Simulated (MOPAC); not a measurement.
A run for MOPAC: PM6 on AlB-, 2S+1 = 4, a spin state set in the input, which need not be the lowest, a point of a bond scan (R = 1.978 Å). Charge -1.

```
PM6 1SCF PRECISE CHARGE=-1 UHF MS=1.5 THREADS=1
AlB

B      0.00000000 1     0.00000000 1     0.00000000 1
Al     0.00000000 1     0.00000000 1     1.97763400 1
```

The log:

```
*******************************************************************************
 **                                                                           **
 **                              MOPAC v23.2.5                                **
 **                                                                           **
 *******************************************************************************
 ** MOPAC's Digital Object Identifier: https://doi.org/10.5281/zenodo.6511958 **
 **                                                                           **
 ** Please cite the open-source release paper for use of this MOPAC version:  **
 ** J. E. Moussa and J. J. P. Stewart (2026)                                  **
 ** MOPAC: An open-source semiempirical molecular orbital program             **
 ** J. Open Source Softw., 11(119), 8025, https://doi.org/10.21105/joss.08025 **
 *******************************************************************************

                              PM6 CALCULATION RESULTS

 *******************************************************************************
 *  PM6        - The PM6 Hamiltonian to be used
 *  UHF        - UNRESTRICTED HARTREE-FOCK CALCULATION
 *
 *
 *
 *                 CHARGE ON SYSTEM = -1
 *
 *
 *
 *  MS=        - IN MECI, MAGNETIC COMPONENT OF SPIN =  1.5
 *  PRECISE    - TIGHTER CRITERIA TO BE USED
 *  1SCF       - DO 1 SCF AND THEN STOP
 *  THREADS=1  - MULTI-THREADING NOT USED
 *  T=         - A TIME OF 172800.0 SECONDS REQUESTED
 *  DUMP=N     - RESTART FILE WRITTEN EVERY 7200.0 SECONDS REQUESTED
 *******************************************************************************
PM6 1SCF PRECISE CHARGE=-1 UHF MS=1.5 THREADS=1
 AlB

   ATOM   CHEMICAL          X               Y               Z
  NUMBER   SYMBOL      (ANGSTROMS)     (ANGSTROMS)     (ANGSTROMS)

     1       B          0.00000000  *   0.00000000  *   0.00000000  *
     2      Al          0.00000000  *   0.00000000  *   1.97763400  *



          CARTESIAN COORDINATES

    NO.       ATOM           X           Y           Z

     1         B          0.0000      0.0000      0.0000
     2        Al          0.0000      0.0000      1.9776

 General Reference for PM6:
 "Optimization of Parameters for Semiempirical Methods V: Modification of NDDO Approximations
 and Application to 70 Elements", J. J. P. Stewart, J. Mol. Mod., 13, 1173-1213 (2007)
 URL: https://link.springer.com/article/10.1007/s00894-007-0233-4

           Empirical Formula: B Al  =     2 atoms



      MOLECULAR POINT GROUP   :   C*v


          UHF CALCULATION, NO. OF ALPHA ELECTRONS =    5
                           NO. OF BETA  ELECTRONS =    2

 -------------------------------------------------------------------------------
 PM6 1SCF PRECISE CHARGE=-1 UHF MS=1.5 THREADS=1
 AlB



     1SCF WAS SPECIFIED, SO BFGS WAS NOT USED
     SCF FIELD WAS ACHIEVED


                              PM6 CALCULATION
                                                       MOPAC v23.2.5 Linux




          FINAL HEAT OF FORMATION =        123.87505 KCAL/MOL =     518.29322 KJ/MOL


          COSMO AREA              =         91.08 SQUARE ANGSTROMS
          COSMO VOLUME            =         77.85 CUBIC ANGSTROMS

          IONIZATION POTENTIAL    =          1.601243 EV
          ALPHA SOMO LUMO (EV)    =         -1.601  6.074
          BETA  SOMO LUMO (EV)    =         -3.651  5.378
          NO. OF ALPHA ELECTRONS  =          5
          NO. OF BETA  ELECTRONS  =          2
          MOLECULAR WEIGHT        =         37.7915         POINT GROUP:  C*v

          MOLECULAR DIMENSIONS (Angstroms)

            Atom       Atom       Distance
           Al     2    B     1     1.97763
           Al     2    B     1     0.00000
            B     1   Al     2     0.00000


          SCF CALCULATIONS        =          1





   ATOM   CHEMICAL          X               Y               Z
  NUMBER   SYMBOL      (ANGSTROMS)     (ANGSTROMS)     (ANGSTROMS)

     1       B          0.00000000  *   0.00000000  *   0.00000000  *
     2      Al          0.00000000  *   0.00000000  *   1.97763400  *

                             CARTESIAN COORDINATES

   1    B        0.000000000     0.000000000     0.000000000
   2   Al        0.000000000     0.000000000     1.977634000


           Empirical Formula: B Al  =     2 atoms



      MOLECULAR POINT GROUP   :   C*v


          ALPHA EIGENVALUES
  -9.14298  -5.47057  -2.21698  -1.60124  -1.60124   6.07419   6.07419  10.05568
 126.74097 126.74097 128.06651 128.06651 128.59289


           BETA EIGENVALUES
  -7.35753  -3.65127   5.37847   5.60673   5.60673   8.14372   8.14372  11.26693
 129.61493 129.61493 130.98585 130.98585 131.49007


              NET ATOMIC CHARGES AND DIPOLE CONTRIBUTIONS

  ATOM NO.   TYPE          CHARGE      No. of ELECS.   s-Pop       p-Pop       d-Pop
    1          B          -0.879520        3.8795     1.63117     2.24835
    2         Al          -0.120480        3.1205     1.76971     1.34196     0.00881
 DIPOLE           X         Y         Z       TOTAL
 POINT-CHG.     0.000     0.000     5.637     5.637
 HYBRID        -0.000    -0.000    -1.731     1.731
 SUM           -0.000    -0.000     3.906     3.906


          ATOMIC ORBITAL ELECTRON POPULATIONS

     Atom    s        px        py        pz      x^2-y^2     xz        z^2       yz        xy
    1  B   1.63117   0.74857   0.74857   0.75121
    2 Al   1.76971   0.24973   0.24973   0.84249   0.00000   0.00170   0.00542   0.00170   0.00000


                    (SZ)    =    1.500000
                    (S**2)  =    3.751489


          ATOMIC ORBITAL SPIN POPULATIONS

    Atom   Total    s     px     py     pz   x^2-y^2  xz     z^2    yz     xy
         Atomic
    1  B  2.2667  0.221  0.749  0.749  0.549
    2 Al  0.7333 -0.020  0.250  0.250  0.250  0.000  0.002 -0.000  0.002  0.000

 **********************
 *                    *
 * JOB ENDED NORMALLY *
 *                    *
 **********************




 == MOPAC DONE ==
```

The run finished.

Cost: about 0.04 core-seconds (a rough figure).
